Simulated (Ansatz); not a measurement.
FGeH3 (SMILES [F][GeH3]) moved off its minimum; all values from Ansatz (a quantum-chemistry and plane-wave program), cores frozen in correlated methods.
(charge 0, multiplicity 1)
```xyz
5

Ge    -0.3373     0.0672     0.0159
F      1.3786    -0.4883     0.0913
H     -0.9448    -0.8171    -1.1451
H      0.0045     1.4575    -0.5344
H     -0.9987     0.0485     1.3224
```

```tsv
level	largest force (eV/Å)	on atom	rms difference from CCSD(T)/aug-cc-pVTZ (eV/Å)	dipole (D)
HF/def2-TZVPP	3.92	Ge1	0.297	3.04
PBE/def2-TZVPP	2.88	Ge1	0.184	2.51
r2SCAN/def2-TZVPP	3.19	Ge1	0.095	2.61
B3LYP/def2-TZVPP	3.06	Ge1	0.106	2.69
wB97M-V/def2-TZVPP	3.16	Ge1	0.122	2.71
MP2/aug-cc-pVTZ	3.29	Ge1	0.065	2.78
CCSD(T)/aug-cc-pVTZ	3.30	Ge1	0.000	2.77
```

The differences count from one level among others, with limits of its own. Forces at CCSD(T)/aug-cc-pVTZ (eV/Å):

```csv
atom,Fx,Fy,Fz
Ge1,2.180,-0.340,-2.459
F2,-1.197,-0.018,0.370
H3,0.028,0.272,0.712
H4,-0.444,0.286,0.089
H5,-0.567,-0.200,1.288
```
